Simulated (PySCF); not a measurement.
# What a mistake does to a calculation on AlB2H4N

These are calculations, not measurements. The program is PySCF 2.14.0, an open-source quantum chemistry code, run on an isolated molecule that a program drew, which may never have been made. The molecule is AlB2H4N (charge 0, singlet), drawn as the SMILES string `BB[N]=[AlH]`.

Each row is a Hartree-Fock (HF) and frozen-core CCSD(T) single point in the cc-pV(D+d)Z basis, meant for a local HF minimum. Run 1 is clean. Each other run has one planted mistake out of seven kinds, and not every kind appears here: one electron removed, one electron added, multiplicity raised by two, geometry at a saddle point, minimal basis STO-3G, one bond length entered in bohr, all coordinates scaled. The reference is restricted for singlets and unrestricted otherwise, and also for a bond in bohr. Adding or removing an electron swaps singlet and doublet. Electrons count all cores. HOMO and LUMO are orbital energies over both spins, the gradient is its largest component, and the lowest frequency (negative if imaginary) is given only where the gradient is small. Bond lengths are over the 7 bonds as drawn. T1 is the CCSD diagnostic: over 0.02 (restricted) or 0.045 (unrestricted) a single reference is doubtful.

Geometry of the clean run:
```xyz
8
AlB2H4N, angstrom
B    -1.4790   -1.3545   -0.7289
B    -0.2698   -0.4140   -1.4889
N     0.7769    0.1426   -0.7394
Al    1.9833    0.7826    0.1341
H    -1.3733   -2.5497   -0.5838
H    -2.4884   -0.8668   -0.2773
H    -0.3190   -0.2259   -2.6945
H     3.1340    1.3916    0.9751
```

| run | electrons | basis functions | <S^2> | HOMO (eV) | LUMO (eV) | gradient (hartree/bohr) | lowest frequency (cm^-1) | mean bond (Å) | longest bond (Å) | T1 | HF (hartree) | CCSD(T) (hartree) | mistake |
|---|---|---|---|---|---|---|---|---|---|---|---|---|---|
| 1 | 34 | 85 | 0.000 | -8.19 | 1.32 | 3.1e-05 | 96 | 1.4174 | 1.710 | 0.0217 | -348.01219 | -348.45709 | no fault |
| 2 | 34 | 85 | 2.026 | -5.27 | 0.13 | 1.1e-01 | - | 1.4174 | 1.710 | 0.0984 | -347.93953 | -348.35150 | multiplicity raised by two |
| 3 | 34 | 85 | 0.898 | -6.37 | 1.17 | 4.1e-02 | - | 1.6348 | 3.232 | 0.0461 | -347.89793 | -348.32660 | ? |
| 4 | 34 | 85 | 0.000 | -8.13 | 1.59 | 1.1e-01 | - | 1.2899 | 1.556 | 0.0189 | -347.93272 | -348.36427 | ? |

**Which mistake was planted in run 3, and what did it cost?**

The mean bond changes by a factor of 1.153 and the longest by 1.890, so the molecule wasn't scaled as a whole. A length L in bohr read as angstrom grows by (1/0.5292 - 1) L = 0.890 L. The 7 bonds together grew by 7 x 0.2174 = 1.522 Å, which gives L = 1.710 Å. That is bond B1-B2, 1.710 Å in the clean geometry. So the mistake is: one bond length entered in bohr. Subtracting run 1 and multiplying by 627.51 kcal/mol a hartree, the energy moved by 71.7 kcal/mol in HF and 81.9 kcal/mol in CCSD(T).

**Which mistake was planted in run 4, and what did it cost?**

The mean and the longest bond both change by the same factor, 0.910, and the gradient is no longer small. So the mistake is: all coordinates scaled. Subtracting run 1 and multiplying by 627.51 kcal/mol a hartree, the energy moved by 49.9 kcal/mol in HF and 58.2 kcal/mol in CCSD(T).

Cautions from the logs. Run 1: T1 is over the limit, so its CCSD(T) energy is less reliable; run 2: T1 is over the limit, so its CCSD(T) energy is less reliable; run 3: T1 is over the limit, so its CCSD(T) energy is less reliable.
